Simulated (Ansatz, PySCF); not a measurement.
Energy difference R1 → P1, each structure at its B3LYP-D3(BJ)/def2-TZVP stationary point, reached from a drawn start; harmonic modes at that level show minima.
R1, CH3O (SMILES C[O]) (charge 0, multiplicity 2, Z-matrix in Å and degrees):
```
C
O 1 1.3625
H 1 1.0991 2 113.34
H 1 1.0991 3 111.55 2 -129.36
H 1 1.1082 3 106.28 4 -115.42
```
P1, CH3O (SMILES [CH2]O) (charge 0, multiplicity 2):
```xyz
5

C     -0.450     0.016     0.077
O      0.793    -0.544     0.032
H     -1.248    -0.683    -0.115
H     -0.559     1.072    -0.136
H      1.464     0.138     0.141
```

P less R. No zero-point or thermal terms; open shells are unrestricted.

Frozen-core correlation throughout. CBS: X⁻³ extrapolation of the correlation energy, Hartree–Fock from the larger set.

The values were computed with Ansatz (a program for electronic structure) with Gaussian orbitals; PySCF for the D3/D4 terms. Each number belongs to the level named beside it.

Task: What reaction energy does BLYP-D3(BJ)/def2-TZVPPD give?

Result: -7.4 kcal/mol

Task: Give the reaction energy at the level CCSD(T)/CBS(aug-cc-pVTZ, aug-cc-pVQZ).

Result: -9.7 kcal/mol

Task: Predict the reaction energy from SCS-MP2/aug-cc-pVDZ.

Result: -10.3 kcal/mol
